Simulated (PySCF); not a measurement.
Highest harmonic wavenumber (cm⁻¹) of eight silicon and germanium compounds: PBE-D3(BJ) beside B3LYP-D3(BJ), computed with PySCF for isolated molecules in the bases named; differences from unrounded values. The eight are the first of their class met in an unordered collection, after screening for sound electronic states; none was chosen by its value. Each level has its own optimised geometry.

```tsv
molecule	basis	B3LYP-D3(BJ)	PBE-D3(BJ)	difference
Si(NH2)4 (H8N4Si), SMILES N[Si](N)(N)N	def2-SVP	3655	3576	-79
ClF3H2Si2, SMILES F[Si](F)(F)[SiH2]Cl	def2-SVP	2254	2191	-63
CF3GeNO, SMILES O=C=[N][Ge]([F])([F])[F]	def2-SVP	2431	?	?
C₂H₁₀OSi₃, SMILES O[Si@@H]1C[C@H]([SiH3])[SiH2]1	def2-SVP	3874	3763	-110
C₃H₇NSi, SMILES [SiH2]1C(C)=NC1	def2-SVP	3127	3073	-54
Si(F)3(SeH) (F3HSeSi), SMILES F[Si](F)(F)[SeH]	def2-SVP	2407	2357	-50
C3H10ClNSi, SMILES CN(C)[Si@@H](C)Cl	def2-SVP	3134	?	?
C₂H₇NOSi₂, SMILES N[Si@]1(O)C=C[SiH2]1	def2-SVP	3873	?	?
```

**Question.** Some entries are withheld; supply them. (An estimate is asked for; the answer gives what the named calculation found.)

**Answer.** 
- C₂H₇NOSi₂, SMILES N[Si@]1(O)C=C[SiH2]1, PBE-D3(BJ): 3760
- C₂H₇NOSi₂, SMILES N[Si@]1(O)C=C[SiH2]1, difference: -113
- C3H10ClNSi, SMILES CN(C)[Si@@H](C)Cl, PBE-D3(BJ): 3087
- C3H10ClNSi, SMILES CN(C)[Si@@H](C)Cl, difference: -47
- CF3GeNO, SMILES O=C=[N][Ge]([F])([F])[F], PBE-D3(BJ): 2368
- CF3GeNO, SMILES O=C=[N][Ge]([F])([F])[F], difference: -64

PBE-D3(BJ) lies below B3LYP-D3(BJ) in 8 and above it in 0 of the eight; the mean signed difference is -72 and the largest -113 cm⁻¹.
